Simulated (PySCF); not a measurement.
# Splitting trees

Molfile (atoms numbered from 1):
```
CH3BF2
     RDKit          3D

  7  6  0  0  0  0  0  0  0  0999 V2000
   -0.4150    0.0359    0.5758 C   0  0  0  0  0  0  0  0  0  0  0  0
    0.5194   -0.0075   -0.6700 B   0  0  0  0  0  0  0  0  0  0  0  0
    0.9064    1.0793   -1.3166 F   0  0  0  0  0  0  0  0  0  0  0  0
    0.9678   -1.1562   -1.1500 F   0  0  0  0  0  0  0  0  0  0  0  0
   -0.6398    1.0569    0.9097 H   0  0  0  0  0  0  0  0  0  0  0  0
    0.0343   -0.5285    1.4082 H   0  0  0  0  0  0  0  0  0  0  0  0
   -1.3634   -0.4739    0.3379 H   0  0  0  0  0  0  0  0  0  0  0  0
  1  2  1  0
  2  3  1  0
  2  4  1  0
  1  5  1  0
  1  6  1  0
  1  7  1  0
M  END
```

PySCF 2.14.0 with density-fitted response routines calculation with J: B3LYP/pcJ-1, structure optimised with PBE0-D3(BJ)/def2-SVP and KT3/pcSseg-2 with gauge-including orbitals; equivalent nuclei averaged, in vacuum, no relativistic terms, one conformer.

Shifts are taken against calculated references (same method and geometry level): ¹⁹F (σ = 146.91 ppm) against CFCl3; ¹H (σ = 31.35 ppm) vs TMS.

Spectrometer: 400 MHz for ¹H. First-order analysis; couplings under 1 Hz (under 4 Hz in carbon signals) are ignored, and nearly equal couplings are merged; the smaller ones broaden or split the lines further.

**Question.** What pattern does F3/F4 show (¹⁹F)?

**Answer.** A quartet at δ -91.3: 7.8 Hz to H5/H6/H7 (3 × ¹H, 3 bonds away). Lines in Hz from the centre (relative intensity): +11.7 (1), +3.9 (3), -3.9 (3), -11.7 (1). The outer lines are 23.4 Hz apart, the sum of the couplings kept, or 0.062 ppm at this field.

**Question.** What pattern does H5/H6/H7 show (¹H)?

**Answer.** A triplet at δ 0.42: 7.8 Hz to F3/F4 (2 × ¹⁹F, 3 bonds away). Lines in Hz from the centre (relative intensity): +7.8 (1), +0.0 (2), -7.8 (1). The outer lines are 15.6 Hz apart, the sum of the couplings kept, or 0.039 ppm at this field.
